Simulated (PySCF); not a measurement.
F3OSi, SMILES [O][Si](F)(F)F, multiplicity 2.

Geometry optimised at B3LYP-D3(BJ)/def2-SVP. The isomer is the one that the SMILES or the coordinates give; other isomers of the formula were not compared.

All values below come from PBE/def2-TZVP (PySCF).

Isolated molecule, no solvent.

```json
{
 "total_energy": "-664.07891 hartree",
 "point_group": "Cs",
 "α spin, highest occupied and lowest empty level": "-9.18 and -0.83 eV",
 "β spin, highest occupied and lowest empty level": "-8.64 and -7.83 eV",
 "dipole_moment": "0.18 D",
 "quadrupole, principal values (traceless, Buckingham form, about the centre of nuclear charge)": "-1.00, -0.41, 1.41 D·Å",
 "mean_static_polarisability": "26.1 bohr³ (3.87 Å³)",
 "polarisability_principal_values": "24.0, 25.2, 29.1 bohr³",
 "⟨S²⟩": "0.752 (pure state 0.75)"
}
```
